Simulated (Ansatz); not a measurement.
```yaml
crystal:
  periodic: [false, false, false]
  atoms:
    - {symbol: C, position_ang: [-0.686953, -1.781569, 1.136380]}
    - {symbol: Si, position_ang: [0.372015, -0.590223, 0.030485]}
    - {symbol: O, position_ang: [-0.535331, 0.920902, -0.057134]}
    - {symbol: C, position_ang: [-0.131240, 2.052184, -0.759023]}
    - {symbol: N, position_ang: [0.930042, 2.309373, -1.488110]}
    - {symbol: F, position_ang: [-1.093821, 3.037585, -0.597734]}
    - {symbol: H, position_ang: [-1.717982, -1.960989, 0.668196]}
    - {symbol: H, position_ang: [-0.159310, -2.794817, 1.244696]}
    - {symbol: H, position_ang: [-0.834873, -1.339146, 2.183664]}
    - {symbol: H, position_ang: [1.771790, -0.275722, 0.642597]}
    - {symbol: H, position_ang: [0.564588, -1.120408, -1.423776]}
    - {symbol: H, position_ang: [1.601924, 1.484977, -1.544540]}
basis:
  gaussian: {orbitals: def2-mTZVPP}
total_charge: 1
magnetization: {spin_polarized: true, initial_magnetization: 7}
hamiltonian: {xc: {name: HSE06}}
scf: {lower_state_search: off}
output: {forces: true}
```

```sh
$ ansatz run in.yaml --threads 4 --pin off --events-out ev --progress --plain --max-ram 10444MiB
```

It prints (some lines left out):

```
Functional definition: HSE06
  name "HSE06"
  cite "Heyd, Scuseria & Ernzerhof, J. Chem. Phys. 118, 8207 (2003) doi:10.1063/1.1564060"
  cite "Krukau, Vydrov, Izmaylov & Scuseria, J. Chem. Phys. 125, 224106 (2006) doi:10.1063/1.2404663"
  cite "Heyd & Scuseria, J. Chem. Phys. 120, 7274 (2004) doi:10.1063/1.1668634"
  cite "Ernzerhof & Perdew, J. Chem. Phys. 109, 3313 (1998) doi:10.1063/1.476928"
  cite "Perdew, Burke & Ernzerhof, Phys. Rev. Lett. 77, 3865 (1996) doi:10.1103/PhysRevLett.77.3865"
  parent pbe
  parameter a = 0.25
  parameter omega = 0.11/bohr
  # The whole range is PBE's own exchange, as in plane waves. The composition of these papers is wPBEh.
  exchange = pbe_x - a*pbe_x_sr(omega) + a*exact_x_sr(omega)
  correlation = pbe_c
these checks for a lower state are left out or cut short: stability, starts, cluster_reference, orbital_swaps, neighbouring_geometries, increment
1442 factors; their error is unknown
120 factors; integrals over basis functions are off by at most 3.7e-7 eV
mean field evaluation 1: about -16238.5317 eV, gradient 7.0e1 eV
mean field evaluation 2: about -15847.0530 eV, gradient 2.5e2 eV
mean field evaluation 4: about -16212.6374 eV, gradient 9.2e1 eV
mean field evaluation 8: about -16263.8977 eV, gradient 2.1e0 eV
mean field evaluation 16: about -16263.9974 eV, gradient 4.5e-2 eV
mean field evaluation 32: about -16263.9974 eV, gradient 4.7e-6 eV
mean field -16263.99740210 eV, -597.6908803937 hartree, gradient 4.7e-6 eV, S^2 15.769073; 0 other end points of the search recorded, 0 dependent functions left out
the calculation of the forces begins
reference -16263.99745365 eV, -597.6908822882 hartree; 31, 24 occupied and 136, 143 virtual orbitals, 1442 factors
Total energy: -16263.99745365 eV, -597.6908822882 hartree
Atom 0 at    -0.686953    -1.781569     1.136380 Å, force    -2.355189    -4.856074     3.365517 eV/Å
Atom 1 at     0.372015    -0.590223     0.030485 Å, force     1.183705     1.495365    -1.305970 eV/Å
Atom 2 at    -0.535331     0.920902    -0.057134 Å, force     1.666373     1.114386    -1.436506 eV/Å
Atom 3 at    -0.131240     2.052184    -0.759023 Å, force    -9.880488     1.914720     5.018519 eV/Å
Atom 4 at     0.930042     2.309373    -1.488110 Å, force     3.936461     0.708201    -2.603914 eV/Å
Atom 5 at    -1.093821     3.037585    -0.597734 Å, force     1.983458    -0.893597    -0.798504 eV/Å
Atom 6 at    -1.717982    -1.960989     0.668196 Å, force     1.341419     0.830328    -0.210226 eV/Å
Atom 7 at    -0.159310    -2.794817     1.244696 Å, force    -0.362396     1.338081    -0.338248 eV/Å
Atom 8 at    -0.834873    -1.339146     2.183664 Å, force     0.635621     0.334893    -1.419808 eV/Å
Atom 9 at     1.771790    -0.275722     0.642597 Å, force     0.205141    -0.302903     0.404974 eV/Å
Atom 10 at     0.564588    -1.120408    -1.423776 Å, force    -0.107296    -0.521882    -0.126220 eV/Å
Atom 11 at     1.601924     1.484977    -1.544540 Å, force     1.753192    -1.161521    -0.549613 eV/Å
Dipole moment:     0.395346    -0.738183     0.069094 e Å
Checks for a lower state left out: stability, starts, cluster_reference, orbital_swaps, neighbouring_geometries, increment
```

**Question.** What is wrong with this run?

**Answer.** The spin is set far too high for this molecule. The calculation finished and met its thresholds. The result belongs to that input, not to the molecule as meant.

HSE06 is defined as in plane-wave codes.
